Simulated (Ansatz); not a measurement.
`NBC1BC1` + `CC(=N)Cl` → `N=C(Cl)BN` + `CC1BC1`  (formal exchange of groups at a B–C bond)

Calculated with Ansatz (gas phase, PBE0-D4/def2-TZVP geometries, no zero-point term in ΔE). CCSD(T)/CBS adds triple-zeta CCSD(T) − MP2 to the extrapolated MP2 energy (def2 sets, frozen cores). Functionals use def2-TZVPP. Each species was taken in one conformer, which may not be the lowest.

```
        level  ΔE (kcal/mol)
       B2PLYP            8.5
         PBE0            9.3
HF/def2-TZVPP            9.2
 HF/CBS(def2)            9.3
```

What does CCSD(T)/CBS give? (Estimate.)

Computed: +8.4 kcal/mol. The listed levels differ from it by 0.1, 0.9, 0.8, 0.9 kcal/mol.

Largest T1 diagnostic among the species: 0.014.
